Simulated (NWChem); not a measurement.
System meant: Si3H7Cl; SMILES [SiH3][SiH2][SiH2]Cl

The following NWChem deck was run.

```
start job
memory heap 200 mb stack 900 mb global 1100 mb
geometry units angstroms noautoz
  Si    -0.837784     2.276795     0.213277
  Si     1.026704     0.954725    -0.349159
  Si     0.803446    -1.294867     0.302401
  Cl    -0.940151    -2.119664    -0.514617
  H     -1.110938     2.178603     1.673272
  H     -0.569310     3.701466    -0.125594
  H     -2.042286     1.824571    -0.531754
  H      1.272649     1.004043    -1.818564
  H      2.246986     1.483130     0.331080
  H      0.699779    -1.426324     1.779451
  H      1.944343    -2.124150    -0.167141
end
basis spherical
  * library def2-svp
end
dft
  odft
  mult 2
  xc pbe0
  iterations 150
  mulliken
end
task dft energy
```

End of the output:

```
 Summary of "ao basis" -> "" (spherical)
 ------------------------------------------------------------------------------
       Tag                 Description            Shells   Functions and Types
 ---------------- ------------------------------  ------  ---------------------
 *                          def2-svp                  on all atoms

                                 NWChem DFT Module
                                 -----------------

 Summary of "ao basis" -> "ao basis" (spherical)
 ------------------------------------------------------------------------------
       Tag                 Description            Shells   Functions and Types
 ---------------- ------------------------------  ------  ---------------------
 Si                         def2-svp                 8       18   4s3p1d
 Cl                         def2-svp                 8       18   4s3p1d
 H                          def2-svp                 3        5   2s1p

 Summary of "ao basis" -> "ao basis" (spherical)
 ------------------------------------------------------------------------------
       Tag                 Description            Shells   Functions and Types
 ---------------- ------------------------------  ------  ---------------------
 Si                         def2-svp                 8       18   4s3p1d
 Cl                         def2-svp                 8       18   4s3p1d
 H                          def2-svp                 3        5   2s1p

  number of electrons :                   66
  multiplicity        :                    2
 ------------------------------------------------------------------------
  no. of electrons and multiplicity not compatible                  66
 ------------------------------------------------------------------------
 ------------------------------------------------------------------------
  current input line :
    26: task dft energy
 ------------------------------------------------------------------------
 ------------------------------------------------------------------------
 There is an error in the input file
 ------------------------------------------------------------------------
 For more information see the NWChem manual at https://nwchemgit.github.io

0: no. of electrons and multiplicity not compatible:Received an Error in Communication
```

Task: Find the fault in this run and fix the input.

Result: The program refused the input. Cause: the multiplicity doesn't fit the number of electrons (an even count wants an odd multiplicity, and the reverse). This input runs:
```
start job
memory heap 200 mb stack 900 mb global 1100 mb
geometry units angstroms noautoz
  Si    -0.837784     2.276795     0.213277
  Si     1.026704     0.954725    -0.349159
  Si     0.803446    -1.294867     0.302401
  Cl    -0.940151    -2.119664    -0.514617
  H     -1.110938     2.178603     1.673272
  H     -0.569310     3.701466    -0.125594
  H     -2.042286     1.824571    -0.531754
  H      1.272649     1.004043    -1.818564
  H      2.246986     1.483130     0.331080
  H      0.699779    -1.426324     1.779451
  H      1.944343    -2.124150    -0.167141
end
basis spherical
  * library def2-svp
end
dft
  xc pbe0
  iterations 150
  mulliken
end
task dft energy
```
It converges to -1331.97829 Ha (PBE0/def2-SVP).
